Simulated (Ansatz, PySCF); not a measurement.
C₂H₆BrNSi (SMILES C=C[SiH](N)Br), singlet, geometry from GFN2-xTB, atoms displaced at random by about 0.08 Å a coordinate. Base run: PBE/STO-3G, gradient in PySCF.

Here is a job for PySCF.
```python
from pyscf import gto, scf, dft

mol = gto.M(
    atom='''
Si   -0.40842874   -0.17390192    0.74591787
N    -0.02077528   -2.12877711    0.78933322
Br    1.36769009    0.76751405   -0.28419377
C    -1.84954490    0.07791025   -0.57184604
C    -2.89156828   -0.74290405   -0.84678708
H    -0.66693014    0.13684072    2.03603725
H    -0.27760234   -2.62142563   -0.13341701
H     0.46983734   -2.55769243    1.22040201
H    -1.92432952    1.06261195   -0.99117346
H    -3.74888927   -0.58721720   -1.53879471
H    -2.88249208   -1.69115975   -0.37424582
''',
    basis='sto-3g',
    verbose=3,
)

mf = dft.RKS(mol)
mf.xc = 'pbe'
mf.kernel()
g = mf.nuc_grad_method()
grad = g.kernel()
```

Programs used: Ansatz (an electronic-structure program), PySCF; a row that names a program was run with it.

The coordinate followed is y of atom 11.

Each row names what was changed in the base input (with any setting that the change needs).

```
change                                                  dE/dx (Eh/bohr)  net force (Eh/bohr)
------------------------------------------------------  ---------------  -------------------
base                                                           0.038583             0.000119
conv_tol = 1e-4                                                0.038499             0.000119
finite difference step (bohr) = 0.05; conv_tol = 1e-11         0.038949                    -
grids.level = 5; grid_response = off                           0.038583             0.000016
density fitting = on; auxbasis_response = off                  0.038624             0.000822
finite difference step (bohr) = 0.2; conv_tol = 1e-11          0.044547                    -
finite difference step (bohr) = 1e-5; conv_tol = 1e-11         0.038578                    -
grid_response = on                                             0.038577             0.000000
grids.level = 0; grid_response = off                           0.039501             0.006436
code = ansatz                                                  0.038584             0.000000
grids.level = 5; grid_response = on                            0.038583             0.000000
finite difference step (bohr) = 1e-4; conv_tol = 1e-11         0.038577                    -
```

The net force is zero for an exact gradient.
